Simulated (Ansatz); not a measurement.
Basis-set extrapolation for `CN([SiH3])[SiH2]F` (PBE0-D4/def2-TZVP geometry, frozen core, the Gaussian-basis code of Ansatz). Multiplicity 1, RHF reference.

|  | def2-TZVPP | def2-QZVPP |
| --- | --- | --- |
| HF | -774.498220 | -774.526822 |
| MP2 correlation | -0.887259 | -0.956408 |
| CCSD(T) correlation | -0.970870 | not run |

Energies in hartree. Use E(X) = E(∞) + A·exp(−7.88·√X) for Hartree–Fock and E(X) = E(∞) + B·X^(−2.97) for correlation, with X = 3 and 4, and add CCSD(T) minus MP2 of the smaller set to the MP2 limit.

What is the CCSD(T) energy at the basis-set limit?

HF limit: -774.526822 + (-0.028602) × 0.13774 = -774.53076. MP2 limit: -0.956408 + (-0.069149) × 0.74074 = -1.00763. Higher-order term: -0.970870 − (-0.887259) = -0.08361. Total: -775.62200 hartree, 96.0 kcal/mol below CCSD(T)/def2-TZVPP.
